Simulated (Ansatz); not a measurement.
Ansatz (an electronic-structure program) job for CH₇F₂NSi₂, SMILES C[Si](F)(F)[SiH2]N, PBE-D3(BJ)/def2-SVP. 

Ansatz 0.2 input:
```yaml
crystal:
  periodic: [false, false, false]
  atoms:
    - {symbol: C, position_ang: [1.91424074, -0.88745101, 0.58776470]}
    - {symbol: Si, position_ang: [0.64924648, 0.35128963, 0.03792203]}
    - {symbol: F, position_ang: [1.34754498, 1.41718914, -0.97594774]}
    - {symbol: F, position_ang: [0.17490429, 1.21298415, 1.34332780]}
    - {symbol: Si, position_ang: [-1.30073395, -0.54834753, -0.84787714]}
    - {symbol: N, position_ang: [-2.06674586, -1.21823270, 0.56489911]}
    - {symbol: H, position_ang: [1.43931254, -1.62888682, 1.25015027]}
    - {symbol: H, position_ang: [2.73566776, -0.39971817, 1.13619871]}
    - {symbol: H, position_ang: [2.33884735, -1.42092333, -0.27748964]}
    - {symbol: H, position_ang: [-2.07183281, 0.48561184, -1.61122267]}
    - {symbol: H, position_ang: [-1.00143966, -1.66095933, -1.79752183]}
    - {symbol: H, position_ang: [-2.88123403, -1.81716836, 0.47209338]}
    - {symbol: H, position_ang: [-2.15876357, -0.61836995, 1.37986085]}
basis:
  gaussian:
    orbitals: def2-SVP
hamiltonian:
  xc: pbe
  dispersion: d3bj
relax: {f_tol: 0.002, max_steps: 200}
```

Output:

```
WARN ansatz: RAYON_NUM_THREADS=2 ignored (pool sized by the plan → 2); use --threads N
Functional definition: PBE
integrals: 0.07 GiB planned
1424 factors; their error is unknown
mean field: 0.39 GiB planned
mean field evaluation 1: about -23791.3226 eV, gradient 8.6e1 eV
mean field evaluation 2: about -23747.6905 eV, gradient 1.5e2 eV
mean field evaluation 4: about -23806.0619 eV, gradient 1.2e1 eV
mean field evaluation 8: about -23806.3630 eV, gradient 3.6e-1 eV
mean field evaluation 16: about -23806.2607 eV, gradient 5.1e-4 eV
mean field -23806.26070741 eV, -874.8639445343 hartree, gradient 6.1e-5 eV, S^2 0.000000; 0 other end points of the search recorded, 0 dependent functions left out
the calculation of the forces begins
reference -23806.26074833 eV, -874.8639460380 hartree; 33, 33 occupied and 94, 94 virtual orbitals, 1424 factors
relax step   1: F+E_penalty+E_count = -23806.55151612 eV  Δ(F+E_penalty+E_count) = +0.000e0 eV  max|allowed force component| = 3.520e-1 eV/Å  Δτ_max = 0.0000 Å  (28 SCF iters, accepted)
these checks for a lower state are left out or cut short: starts, cluster_reference, orbital_swaps, neighbouring_geometries, increment
integrals: 0.07 GiB planned
1424 factors; their error is unknown
mean field: 0.39 GiB planned
mean field -23806.28115882 eV, -874.8646961098 hartree, gradient 8.3e-6 eV, S^2 0.000000; 0 other end points of the search recorded, 0 dependent functions left out
the calculation of the forces begins
reference -23806.28119992 eV, -874.8646976201 hartree; 33, 33 occupied and 94, 94 virtual orbitals, 1424 factors
relax step   2: F+E_penalty+E_count = -23806.57009173 eV  Δ(F+E_penalty+E_count) = -1.858e-2 eV  max|allowed force component| = 1.997e-1 eV/Å  Δτ_max = 0.0282 Å  (31 SCF iters, accepted)
these checks for a lower state are left out or cut short: starts, cluster_reference, orbital_swaps, neighbouring_geometries, increment
integrals: 0.07 GiB planned
1424 factors; their error is unknown
mean field: 0.39 GiB planned
mean field evaluation 32: about -23806.2854 eV, gradient 8.4e-6 eV
mean field -23806.28542517 eV, -874.8648528953 hartree, gradient 8.4e-6 eV, S^2 0.000000; 0 other end points of the search recorded, 0 dependent functions left out
the calculation of the forces begins
reference -23806.28546626 eV, -874.8648544052 hartree; 33, 33 occupied and 94, 94 virtual orbitals, 1424 factors
relax step   3: F+E_penalty+E_count = -23806.57369529 eV  Δ(F+E_penalty+E_count) = -3.604e-3 eV  max|allowed force component| = 7.269e-2 eV/Å  Δτ_max = 0.0176 Å  (31 SCF iters, accepted)
these checks for a lower state are left out or cut short: starts, cluster_reference, orbital_swaps, neighbouring_geometries, increment
integrals: 0.07 GiB planned
1424 factors; their error is unknown
mean field: 0.39 GiB planned
mean field -23806.28610345 eV, -874.8648778216 hartree, gradient 8.5e-6 eV, S^2 0.000000; 0 other end points of the search recorded, 0 dependent functions left out
the calculation of the forces begins
reference -23806.28614461 eV, -874.8648793340 hartree; 33, 33 occupied and 94, 94 virtual orbitals, 1424 factors
relax step   4: F+E_penalty+E_count = -23806.57397353 eV  Δ(F+E_penalty+E_count) = -2.782e-4 eV  max|allowed force component| = 6.912e-2 eV/Å  Δτ_max = 0.0207 Å  (31 SCF iters, accepted)
these checks for a lower state are left out or cut short: starts, cluster_reference, orbital_swaps, neighbouring_geometries, increment
integrals: 0.07 GiB planned
1424 factors; their error is unknown
mean field: 0.39 GiB planned
mean field -23806.28635400 eV, -874.8648870291 hartree, gradient 8.5e-6 eV, S^2 0.000000; 0 other end points of the search recorded, 0 dependent functions left out
the calculation of the forces begins
reference -23806.28639513 eV, -874.8648885406 hartree; 33, 33 occupied and 94, 94 virtual orbitals, 1424 factors
relax step   5: F+E_penalty+E_count = -23806.57446049 eV  Δ(F+E_penalty+E_count) = -4.870e-4 eV  max|allowed force component| = 2.527e-2 eV/Å  Δτ_max = 0.0093 Å  (32 SCF iters, accepted)
these checks for a lower state are left out or cut short: starts, cluster_reference, orbital_swaps, neighbouring_geometries, increment
integrals: 0.07 GiB planned
1424 factors; their error is unknown
mean field: 0.39 GiB planned
mean field -23806.28648146 eV, -874.8648917131 hartree, gradient 8.5e-6 eV, S^2 0.000000; 0 other end points of the search recorded, 0 dependent functions left out
the calculation of the forces begins
reference -23806.28652258 eV, -874.8648932242 hartree; 33, 33 occupied and 94, 94 virtual orbitals, 1424 factors
relax step   6: F+E_penalty+E_count = -23806.57461874 eV  Δ(F+E_penalty+E_count) = -1.583e-4 eV  max|allowed force component| = 1.525e-2 eV/Å  Δτ_max = 0.0075 Å  (32 SCF iters, accepted)
these checks for a lower state are left out or cut short: starts, cluster_reference, orbital_swaps, neighbouring_geometries, increment
integrals: 0.07 GiB planned
1424 factors; their error is unknown
mean field: 0.39 GiB planned
mean field -23806.28652321 eV, -874.8648932474 hartree, gradient 8.5e-6 eV, S^2 0.000000; 0 other end points of the search recorded, 0 dependent functions left out
the calculation of the forces begins
reference -23806.28656435 eV, -874.8648947591 hartree; 33, 33 occupied and 94, 94 virtual orbitals, 1424 factors
relax step   7: F+E_penalty+E_count = -23806.57468052 eV  Δ(F+E_penalty+E_count) = -6.178e-5 eV  max|allowed force component| = 2.426e-3 eV/Å  Δτ_max = 0.0060 Å  (32 SCF iters, accepted)
these checks for a lower state are left out or cut short: starts, cluster_reference, orbital_swaps, neighbouring_geometries, increment
integrals: 0.07 GiB planned
1424 factors; their error is unknown
mean field: 0.39 GiB planned
mean field evaluation 64: about -23806.2865 eV, gradient 3.5e-5 eV
mean field -23806.28653626 eV, -874.8648937271 hartree, gradient 8.4e-6 eV, S^2 0.000000; 0 other end points of the search recorded, 0 dependent functions left out
the calculation of the forces begins
reference -23806.28657740 eV, -874.8648952389 hartree; 33, 33 occupied and 94, 94 virtual orbitals, 1424 factors
relax step   8: F+E_penalty+E_count = -23806.57468664 eV  Δ(F+E_penalty+E_count) = -6.117e-6 eV  max|allowed force component| = 1.788e-3 eV/Å  Δτ_max = 0.0018 Å  (22 SCF iters, accepted)
these checks for a lower state are left out or cut short: starts, cluster_reference, orbital_swaps, neighbouring_geometries, increment
integrals: 0.07 GiB planned
1424 factors; their error is unknown
mean field: 0.39 GiB planned
mean field -23806.28654874 eV, -874.8648941857 hartree, gradient 1.3e-5 eV, S^2 0.000000; 0 other end points of the search recorded, 0 dependent functions left out
the calculation of the forces begins
reference -23806.28658988 eV, -874.8648956976 hartree; 33, 33 occupied and 94, 94 virtual orbitals, 1424 factors
relax step   9: F+E_penalty+E_count = -23806.57469133 eV  Δ(F+E_penalty+E_count) = -4.690e-6 eV  max|allowed force component| = 1.925e-3 eV/Å  Δτ_max = 0.0033 Å  (23 SCF iters, accepted)
these checks for a lower state are left out or cut short: starts, cluster_reference, orbital_swaps, neighbouring_geometries, increment
integrals: 0.07 GiB planned
1424 factors; their error is unknown
mean field: 0.40 GiB planned
mean field -23806.28654339 eV, -874.8648939890 hartree, gradient 1.0e-5 eV, S^2 0.000000; 0 other end points of the search recorded, 0 dependent functions left out
the calculation of the forces begins
reference -23806.28658453 eV, -874.8648955009 hartree; 33, 33 occupied and 94, 94 virtual orbitals, 1424 factors
relax step  10: F+E_penalty+E_count = -23806.57469435 eV  Δ(F+E_penalty+E_count) = -3.018e-6 eV  max|allowed force component| = 2.500e-3 eV/Å  Δτ_max = 0.0030 Å  (22 SCF iters, accepted)
these checks for a lower state are left out or cut short: starts, cluster_reference, orbital_swaps, neighbouring_geometries, increment
integrals: 0.07 GiB planned
1424 factors; their error is unknown
mean field: 0.39 GiB planned
mean field -23806.28654547 eV, -874.8648940653 hartree, gradient 2.1e-5 eV, S^2 0.000000; 0 other end points of the search recorded, 0 dependent functions left out
the calculation of the forces begins
reference -23806.28658661 eV, -874.8648955775 hartree; 33, 33 occupied and 94, 94 virtual orbitals, 1424 factors
relax step  11: F+E_penalty+E_count = -23806.57469858 eV  Δ(F+E_penalty+E_count) = -4.236e-6 eV  max|allowed force component| = 2.210e-3 eV/Å  Δτ_max = 0.0049 Å  (23 SCF iters, accepted)
these checks for a lower state are left out or cut short: starts, cluster_reference, orbital_swaps, neighbouring_geometries, increment
integrals: 0.07 GiB planned
1424 factors; their error is unknown
mean field: 0.39 GiB planned
mean field -23806.28651602 eV, -874.8648929832 hartree, gradient 8.5e-6 eV, S^2 0.000000; 0 other end points of the search recorded, 0 dependent functions left out
the calculation of the forces begins
reference -23806.28655717 eV, -874.8648944954 hartree; 33, 33 occupied and 94, 94 virtual orbitals, 1424 factors
relax step  12: F+E_penalty+E_count = -23806.57470181 eV  Δ(F+E_penalty+E_count) = -3.227e-6 eV  max|allowed force component| = 2.895e-3 eV/Å  Δτ_max = 0.0070 Å  (31 SCF iters, accepted)
these checks for a lower state are left out or cut short: starts, cluster_reference, orbital_swaps, neighbouring_geometries, increment
integrals: 0.07 GiB planned
1424 factors; their error is unknown
mean field: 0.40 GiB planned
mean field evaluation 96: about -23806.2865 eV, gradient 6.6e-4 eV
mean field -23806.28652143 eV, -874.8648931821 hartree, gradient 1.9e-5 eV, S^2 0.000000; 0 other end points of the search recorded, 0 dependent functions left out
the calculation of the forces begins
reference -23806.28656259 eV, -874.8648946945 hartree; 33, 33 occupied and 94, 94 virtual orbitals, 1424 factors
relax step  13: F+E_penalty+E_count = -23806.57470387 eV  Δ(F+E_penalty+E_count) = -2.062e-6 eV  max|allowed force component| = 3.370e-3 eV/Å  Δτ_max = 0.0052 Å  (23 SCF iters, accepted)
these checks for a lower state are left out or cut short: starts, cluster_reference, orbital_swaps, neighbouring_geometries, increment
integrals: 0.07 GiB planned
1424 factors; their error is unknown
mean field: 0.39 GiB planned
mean field -23806.28652902 eV, -874.8648934611 hartree, gradient 1.9e-5 eV, S^2 0.000000; 0 other end points of the search recorded, 0 dependent functions left out
the calculation of the forces begins
reference -23806.28657018 eV, -874.8648949734 hartree; 33, 33 occupied and 94, 94 virtual orbitals, 1424 factors
relax step  14: F+E_penalty+E_count = -23806.57470584 eV  Δ(F+E_penalty+E_count) = -1.969e-6 eV  max|allowed force component| = 2.837e-3 eV/Å  Δτ_max = 0.0017 Å  (21 SCF iters, accepted)
these checks for a lower state are left out or cut short: starts, cluster_reference, orbital_swaps, neighbouring_geometries, increment
integrals: 0.07 GiB planned
1424 factors; their error is unknown
mean field: 0.39 GiB planned
mean field -23806.28652836 eV, -874.8648934367 hartree, gradient 5.1e-5 eV, S^2 0.000000; 0 other end points of the search recorded, 0 dependent functions left out
the calculation of the forces begins
reference -23806.28656951 eV, -874.8648949490 hartree; 33, 33 occupied and 94, 94 virtual orbitals, 1424 factors
relax step  15: F+E_penalty+E_count = -23806.57470641 eV  Δ(F+E_penalty+E_count) = -5.678e-7 eV  max|allowed force component| = 1.836e-3 eV/Å  Δτ_max = 0.0002 Å  (19 SCF iters, accepted)
integrals: 0.07 GiB planned
1424 factors; their error is unknown
mean field: 0.39 GiB planned
mean field -23806.28652836 eV, -874.8648934367 hartree, gradient 5.1e-5 eV, S^2 0.000000; 1 other end points of the search recorded, 0 dependent functions left out
the calculation of the forces begins
reference -23806.28656951 eV, -874.8648949490 hartree; 33, 33 occupied and 94, 94 virtual orbitals, 1424 factors
Total energy: -23806.57474756 eV, -874.8754852969 hartree
Atom 0 at     1.929764    -0.888333     0.597756 Å, force     0.000384    -0.000009    -0.000138 eV/Å
Atom 1 at     0.660590     0.356331     0.034112 Å, force     0.000288    -0.000011     0.001025 eV/Å
Atom 2 at     1.367532     1.418670    -0.997649 Å, force    -0.000303     0.000091    -0.000041 eV/Å
Atom 3 at     0.190076     1.237388     1.344392 Å, force     0.000178     0.000010    -0.000847 eV/Å
Atom 4 at    -1.317694    -0.544315    -0.847750 Å, force    -0.001039    -0.001166    -0.000342 eV/Å
Atom 5 at    -2.058238    -1.254529     0.576820 Å, force     0.000567     0.001836     0.000822 eV/Å
Atom 6 at     1.449577    -1.626453     1.271770 Å, force    -0.000104    -0.000190    -0.000067 eV/Å
Atom 7 at     2.757272    -0.392530     1.144745 Å, force     0.000131    -0.000107     0.000243 eV/Å
Atom 8 at     2.355890    -1.435401    -0.267274 Å, force    -0.000249     0.000217     0.000051 eV/Å
Atom 9 at    -2.101046     0.508381    -1.605687 Å, force    -0.000051    -0.000043     0.000056 eV/Å
Atom 10 at    -1.028773    -1.657905    -1.819735 Å, force     0.000160     0.000201     0.000006 eV/Å
Atom 11 at    -2.897395    -1.829664     0.455769 Å, force     0.000341     0.000479    -0.000575 eV/Å
Atom 12 at    -2.188540    -0.624623     1.374890 Å, force    -0.000300    -0.001307    -0.000194 eV/Å
Dipole moment:    -0.221102    -0.424933     0.130352 e Å
```

Self-consistency was reached.

Cost: roughly 50 core-seconds.
